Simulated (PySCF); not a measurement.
## Cl⁺: ionisation energy

Cl⁺ [Ne] 3s2 3p4 (3P) → Cl²⁺ [Ne] 3s2 3p3 (4S), as a difference of total energies. Computed with PySCF 2.14 in cc-pV(D+d)Z, with the non-relativistic Hamiltonian (point nucleus). Correlated levels: valence: [Ne] frozen. The calculations carry no spin-orbit coupling.

| method | ionisation energy (eV) |
| --- | --- |
| UHF | 22.562 |
| BP86 | 24.017 |
| MN15 | 23.894 |
| MP2 (valence) | 23.013 |
| SCS-MP2 (valence) | 23.037 |
| CCSD (valence) | 23.019 |
| CCSD(T) (valence) | 23.028 |

Errors of the correlated levels include the incompleteness of this basis and the frozen core.

Question: Which method comes closest to the reference value, and which is furthest?

Answer: The reference is 23.771 eV (measured; NIST levels, between the centres of gravity of the two terms). Closest: MN15 (error 0.123 eV); furthest: UHF (error -1.209 eV).
